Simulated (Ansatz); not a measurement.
Anisole, one more setting.

```yaml
crystal:
  periodic: [false, false, false]
  atoms:
    - {symbol: C, position_ang: [2.042113, -1.703162, -0.242863]}
    - {symbol: O, position_ang: [0.846736, -1.584624, 0.486726]}
    - {symbol: C, position_ang: [0.081875, -0.489170, 0.272266]}
    - {symbol: C, position_ang: [0.401529, 0.526755, -0.622063]}
    - {symbol: C, position_ang: [-0.458866, 1.609215, -0.763123]}
    - {symbol: C, position_ang: [-1.627460, 1.690799, -0.027714]}
    - {symbol: C, position_ang: [-1.938506, 0.670114, 0.863887]}
    - {symbol: C, position_ang: [-1.094529, -0.412051, 1.015928]}
    - {symbol: H, position_ang: [2.500270, -2.639118, 0.072548]}
    - {symbol: H, position_ang: [2.728594, -0.876664, -0.028100]}
    - {symbol: H, position_ang: [1.853415, -1.740868, -1.321500]}
    - {symbol: H, position_ang: [1.309320, 0.486757, -1.208924]}
    - {symbol: H, position_ang: [-0.202088, 2.396937, -1.462599]}
    - {symbol: H, position_ang: [-2.291431, 2.538559, -0.144807]}
    - {symbol: H, position_ang: [-2.850656, 0.718591, 1.447963]}
    - {symbol: H, position_ang: [-1.323317, -1.214872, 1.706574]}
basis:
  gaussian: {orbitals: aug-cc-pVDZ, nuclear_model: gaussian, point_charges: [{charge: 2.00, position_ang: [6.337, 0.956, 0.140]}]}
total_charge: 1
magnetization: {spin_polarized: true, initial_magnetization: 1}
hamiltonian: {xc: {name: PBE}}
output: {forces: true}
```

```sh
$ ansatz run in.yaml --threads 2 --pin off --events-out ev --progress --plain --max-ram 32768MiB --backend cpu
```

Output, abridged:

```
Functional definition: PBE
2281 factors; their error is unknown
mean field evaluation 1: about -9391.2668 eV, gradient 6.4e1 eV
mean field evaluation 2: about -9340.0388 eV, gradient 1.0e2 eV
mean field evaluation 4: about -9411.8985 eV, gradient 1.5e1 eV
mean field evaluation 8: about -9412.9427 eV, gradient 3.8e-1 eV
mean field evaluation 16: about -9412.8679 eV, gradient 2.4e-2 eV
mean field -9412.86788748 eV, -345.9165145937 hartree, gradient 4.0e-5 eV, S^2 0.754630; 6 other end points of the search recorded, 0 dependent functions left out
reference -9412.86799181 eV, -345.9165184278 hartree; 29, 28 occupied and 227, 228 virtual orbitals, 2281 factors
Total energy: -9412.86799181 eV, -345.9165184278 hartree
Atom 0 at     2.042113    -1.703162    -0.242863 Å, force     0.551053    -0.644149    -0.483995 eV/Å
Atom 1 at     0.846736    -1.584624     0.486726 Å, force    -1.064642     0.870308     0.307156 eV/Å
Atom 2 at     0.081875    -0.489170     0.272266 Å, force     1.084137    -1.203722    -0.012591 eV/Å
Atom 3 at     0.401529     0.526755    -0.622063 Å, force     0.297089     1.206910    -0.888633 eV/Å
Atom 4 at    -0.458866     1.609215    -0.763123 Å, force     1.855835    -0.349314    -0.999098 eV/Å
Atom 5 at    -1.627460     1.690799    -0.027714 Å, force    -1.052899     0.321312     0.465546 eV/Å
Atom 6 at    -1.938506     0.670114     0.863887 Å, force    -0.450039    -0.664791     0.748184 eV/Å
Atom 7 at    -1.094529    -0.412051     1.015928 Å, force    -1.366761    -0.122940     0.981053 eV/Å
Atom 8 at     2.500270    -2.639118     0.072548 Å, force     0.112662    -0.419749     0.150006 eV/Å
Atom 9 at     2.728594    -0.876664    -0.028100 Å, force     0.247210     0.520217     0.202162 eV/Å
Atom 10 at     1.853415    -1.740868    -1.321500 Å, force    -0.128636    -0.046849    -0.357088 eV/Å
Atom 11 at     1.309320     0.486757    -1.208924 Å, force     0.309986     0.017251    -0.380002 eV/Å
Atom 12 at    -0.202088     2.396937    -1.462599 Å, force     0.083723     0.353737    -0.347888 eV/Å
Atom 13 at    -2.291431     2.538559    -0.144807 Å, force    -0.364668     0.434917    -0.063342 eV/Å
Atom 14 at    -2.850656     0.718591     1.447963 Å, force    -0.418128     0.002697     0.265665 eV/Å
Atom 15 at    -1.323317    -1.214872     1.706574 Å, force    -0.187484    -0.394924     0.361343 eV/Å
Dipole moment:    -0.575210     0.202038    -0.108443 e Å
```

It took 26 s on 2 threads of an AMD EPYC 7R13 on a shared host, with 0.76 GiB of host memory at the peak.
